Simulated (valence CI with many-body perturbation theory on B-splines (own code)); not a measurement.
Level structure of Zn¹⁷⁺

Calculated by relativistic CI+MBPT: three valence electrons over a frozen Dirac-Fock core [Ne], a basis of 11 s, 11 p, 9 d, 7 f, 5 g, 2 h, 1 i functions for each j, with the one-electron correlation potential Σ1, the two-electron term Σ2, the three-electron term Σ3, Breit, model QED; selected CI, second order for the rest (own B-spline code, finite nucleus).

No measured levels were compared; by estimate levels of excited configurations hold to 0.05 to 0.15 % of their energy, terms of the ground configuration to about 0.5 %.

Levels 46 to 66 of 66, with energies above the lowest level, 3s²3p ²P°_1/2. "Leading %" is the weight of the configuration and term that name the level; weights of strongly mixed levels are sums over their largest components and can fall short. In the jj column 3d3/2^4 stands for four electrons in 3d with j = 3/2. Lifetimes count E1, E2, E3, M1 and M2 decay at the calculated energies, and are blank where another channel may lead or the interval is too uncertain; long ones can be off by a factor of two.

```csv
No.,Configuration,Term,J,E (cm⁻¹),Leading %,Lifetime,Leading jj
46,3p²3d,²P,3/2,1273300,66,31.5 ps,3p1/2 3p3/2 3d3/2 (63 %)
47,3p²3d,⁴D,1/2,1279700,78,33.7 ps,3p1/2 3p3/2 3d3/2 (96 %)
48,3p²3d,⁴F,9/2,1283000,85,44.6 ps,3p1/2 3p3/2 3d5/2 (69 %)
49,3p²3d,⁴D,3/2,1293900,67,31.1 ps,3p1/2 3p3/2 3d5/2 (61 %)
50,3p²3d,⁴D,5/2,1294700,80,33.1 ps,3p1/2 3p3/2 3d5/2 (44 %)
51,3p²3d,⁴D,7/2,1313300,80,35.9 ps,3p3/2^2 3d5/2 (70 %)
52,3p²3d,²P,1/2,1313600,71,27.2 ps,3p3/2^2 3d5/2 (61 %)
53,3p²3d,²G,7/2,1321600,84,92.3 ps,3p1/2 3p3/2 3d3/2 (41 %)
54,3p²3d,²G,9/2,1333600,75,83.4 ps,3p3/2^2 3d5/2 (66 %)
55,3p²3d,⁴P,5/2,1335300,51,13.8 ps,3p1/2 3p3/2 3d5/2 (72 %)
56,3p²3d,²D,3/2,1341700,42,13.8 ps,3p1/2 3p3/2 3d3/2 (68 %)
57,3p²3d,⁴P,1/2,1354200,88,10.9 ps,3p1/2 3p3/2 3d3/2 (55 %)
58,3p²3d,⁴P,3/2,1360300,50,12.8 ps,3p3/2^2 3d3/2 (71 %)
59,3p²3d,²D,5/2,1360300,45,14.0 ps,3p3/2^2 3d5/2 (35 %)
60,3p²3d,²P,1/2,1390000,69,19.6 ps,3p1/2 3p3/2 3d5/2 (65 %)
61,3p²3d,²D,3/2,1391200,64,26.5 ps,3p1/2 3p3/2 3d5/2 (50 %)
62,3p²3d,²P,3/2,1414400,50,19.8 ps,3p3/2^2 3d5/2 (50 %)
63,3p²3d,²S,1/2,1415900,77,17.2 ps,3p3/2^2 3d5/2 (34 %)
64,3p²3d,²F,5/2,1416200,74,12.1 ps,3p1/2 3p3/2 3d5/2 (29 %)
65,3p²3d,²D,5/2,1429300,87,26.9 ps,3p3/2^2 3d5/2 (76 %)
66,3p²3d,²F,7/2,1431400,85,11.7 ps,3p3/2^2 3d3/2 (43 %)
```

Names give the largest LS component (configuration and term), which can be under half, so a name can repeat, a term be missing and a line seem to break the LS rules; names also repeat where a configuration has a term twice.
